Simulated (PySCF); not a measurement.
C₄H₁₁B, singlet, at a GFN2-xTB geometry. Base run: M062X/6-31G in PySCF.

The PySCF input:
```python
from pyscf import gto, scf, dft, solvent

mol = gto.Mole()
mol.atom = '''
    B    -0.497714    0.858757    0.635823
    H    -1.370885    0.898104    1.418888
    C     0.528815    2.042876    0.531530
    H     1.524026    1.693779    0.807751
    H     0.294693    2.894363    1.165410
    H     0.622654    2.405376   -0.491233
    C    -0.411011   -0.401250   -0.321738
    C    -0.781529   -1.715420    0.381536
    C     0.911329   -0.582278   -1.073734
    H    -1.190656   -0.224883   -1.079831
    H    -0.818180   -2.539234   -0.329919
    H    -0.040507   -1.956684    1.140953
    H    -1.751467   -1.635104    0.865841
    H     1.152780    0.302098   -1.657661
    H     0.856624   -1.432807   -1.752097
    H     1.723867   -0.762357   -0.372783
'''
mol.basis = '6-31g'
mol.charge = 0
mol.spin = 0
mol.verbose = 4
mol.build()

mf = dft.RKS(mol)
mf.xc = 'm062x'
mf.kernel()
mf.analyze()
```

The base run was repeated with changes; each row names its change, and settings that it needs were set with it.

```
change                                                  ΔE vs base (kcal/mol)  dipole (D)  HOMO-LUMO gap (eV)
------------------------------------------------------  ---------------------  ----------  ------------------
base                                                                    0.000        0.42                9.66
model = SS(V)PE; solvent = toluene                                     -0.371        0.48                9.66
model = IEF-PCM; solvent = toluene; vdw_scale = 1.4                    -0.183        0.47                9.66
model = IEF-PCM; solvent = toluene; lebedev_order = 11                 -0.356        0.49                9.66
model = IEF-PCM; solvent = dimethylsulfoxide                            -0.83        0.59                9.67
model = IEF-PCM; solvent = 2-propanol                                   -0.79        0.58                9.67
model = IEF-PCM; solvent = toluene; lebedev_order = 41                 -0.377        0.49                9.66
model = IEF-PCM; solvent = toluene; r_probe = 0.5                      -0.113        0.46                9.66
model = ddCOSMO; solvent = toluene                                     -0.296        0.49                9.68
model = IEF-PCM; solvent = toluene                                     -0.374        0.49                9.66
model = COSMO; solvent = toluene                                       -0.396        0.49                9.66
model = C-PCM; solvent = toluene                                       -0.483        0.51                9.66
```

The base is the gas phase, so ΔE is the electrostatic part of solvation at a fixed geometry, without cavity and dispersion terms.
